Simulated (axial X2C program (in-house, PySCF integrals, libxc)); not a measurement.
Potential curves of WCl⁻, with spin–orbit coupling

Computed with an in-house relativistic program for diatomic molecules. Two-component (2c) means X2C with spin–orbit coupling and atomic mean-field two-electron Coulomb and Gaunt terms. Basis: W dyall-acv3z [14s15p10d7f4g], Cl dyall-av3z [9s8p3d2f] (cores contracted in-house); Gaussian nuclei, density fitting, unrestricted open shells. Masses: W 183.951 u, Cl 34.969 u.

State: Ω = 2 (⟨Sz⟩ = 2.00, ⟨Lz⟩ = 0.00 at HF). Energies in cm⁻¹ from the lowest point of each curve. Fits are polynomials in 1 − R0/R over 0.85 to 1.23 times the lowest point R0.

```json
{"R (Å)": "2.0532", "HF": "9893", "PBE": "5067", "PBE0": "5658"}
{"R (Å)": "2.1476", "HF": "4907", "PBE": "1887", "PBE0": "2227"}
{"R (Å)": "2.2184", "HF": "2568", "PBE": "632", "PBE0": "826"}
{"R (Å)": "2.2892", "HF": "1111", "PBE": "68", "PBE0": "149"}
{"R (Å)": "2.3600", "HF": "316", "PBE": "0", "PBE0": "0"}
{"R (Å)": "2.4426", "HF": "0", "PBE": "363", "PBE0": "300"}
{"R (Å)": "2.5252", "HF": "150", "PBE": "1041", "PBE0": "943"}
{"R (Å)": "2.6314", "HF": "785", "PBE": "2179", "PBE0": "2068"}
{"R (Å)": "2.7612", "HF": "1937", "PBE": "3752", "PBE0": "3661"}
{"R (Å)": "2.9500", "HF": "3867", "PBE": "6042", "PBE0": "6019"}
```

One determinant describes the state; a PBE0 search over occupations chose it and may have missed a lower one. Density functionals use the spin component along the axis (collinear). Other states lie close and PBE0, whose exact exchange favours high spin, may order them wrongly; the determinant shown need not be the ground state. The nearest other 2c determinant of the search, Ω = 3, lies 0.14 eV up at the distance of the search. With several unpaired electrons one determinant need not be a pure state. Open-shell Ω = 0 determinants with evenly filled partner blocks cannot be reached by this program, so the Ω shown need not be the lowest component. The highest occupied level of some functionals is positive through self-interaction error; at Hartree–Fock it is bound. The determinant is spin-polarised beyond a pure state at some levels (its spin-free form has ⟨S²⟩ too high), which makes Re and μ there less reliable.

What are Re and ωe at the HF level?

At HF, 2c: Re = 2.452 Å, ωe ≈ 272 cm⁻¹; Be follows as 0.0954 cm⁻¹.

Fit the PBE curve near its minimum: give the equilibrium distance and the harmonic wavenumber.

At PBE, 2c: Re = 2.335 Å, ωe ≈ 302 cm⁻¹; Be follows as 0.105 cm⁻¹.

What are Re and ωe at the PBE0 level?

At PBE0, 2c: Re = 2.348 Å, ωe ≈ 302 cm⁻¹; Be follows as 0.104 cm⁻¹.
